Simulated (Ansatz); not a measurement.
**Reading a saddle point**

A first-order saddle point of SiHBrF$_{4}$, singlet, PBE0-D4/def2-TZVP, with one imaginary mode of 685i cm⁻¹:

```
7
angstrom
Si -0.4766 -0.2136 -0.1700
F 0.9056 -0.7450 0.7902
F -0.2598 -1.3889 -1.1920
F -1.4563 -0.4886 1.0290
F -1.3654 0.7678 -1.0465
H 1.4901 0.3402 0.6647
Br 1.1624 1.7281 -0.0750
```

Computed with Ansatz 0.2.0 (basis: def2-TZVPP and def2-QZVPP); correlated methods freeze the cores. Filled d shells of the heavier atoms are correlated. The def2 sets are not built for correlating such inner shells, so the correlated values are less sure here. Extrapolation: Hartree–Fock as exp(−7.88 √X), correlation as X^−2.97.

**Question.** Which contacts change along the imaginary mode, and what lies on either side? (A judgement: the text doesn't fix the answer.)

**Answer.** The calculation gives: The step is SiF₄ ([F][Si]([F])([F])[F]) + HBr → SiBrF₃ ([F][Si]([F])([F])[Br]) + HF, with the molecules in contact on both sides. Shortening one way: Si1–Br7, F2–H6; lengthening the same way: Si1–F2, H6–Br7.
| pair | one side (Å) | saddle (Å) | other side (Å) |
| --- | --- | --- | --- |
| Si1–Br7 | 4.50 | 2.54 | 2.18 |
| F2–H6 | 2.41 | 1.24 | 0.92 |
| Si1–F2 | 1.57 | 1.76 | 3.32 |
| H6–Br7 | 1.42 | 1.61 | 2.71 |

**Question.** Which side is lower, and how far does the saddle lie above each? (An estimate is asked for; the value comes from the calculation.)

**Answer.** The calculation gives: The side with Si1–F2, H6–Br7 short is lower by 0.620 eV; the saddle lies 1.877 eV above it and 1.257 eV above the other (CCSD(T) at an estimated basis limit (MP2 extrapolated from triple and quadruple zeta, plus CCSD(T) − MP2 in triple zeta); electronic energies).

The T1 diagnostic stays at or below 0.011.

Labels in which every atom is bracketed show which atoms are joined, not bond orders.

For scale, one of the runs: CCSD(T)/def2-TZVPP, 228 basis functions, launched by `ansatz run in.yaml --threads 8 --pin off --events-out ev --progress --plain --max-ram 19148MiB`. Hardware: 8 CPU threads of an Arm Neoverse V2, shared host. Wall time 2 min; peak host memory 4.5 GiB.
